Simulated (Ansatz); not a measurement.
`C[Se][GaH][Cl]`, charge 0, multiplicity 1.

Problem. Give a relaxed structure at PBE0-D4/def2-TZVP (Ansatz). (An estimate is asked.)

Solution. Ansatz gave: 
Cartesian coordinates in Å:
```
C -0.3951 1.3819 -0.0804
Se 1.1532 0.5306 0.7670
Ga 0.7199 -1.6658 0.2410
Cl -1.0857 -2.0154 -0.8777
H -1.3164 0.9327 0.2797
H -0.3532 2.4309 0.2066
H -0.3270 1.2876 -1.1608
H 1.6043 -2.8825 0.6246
```
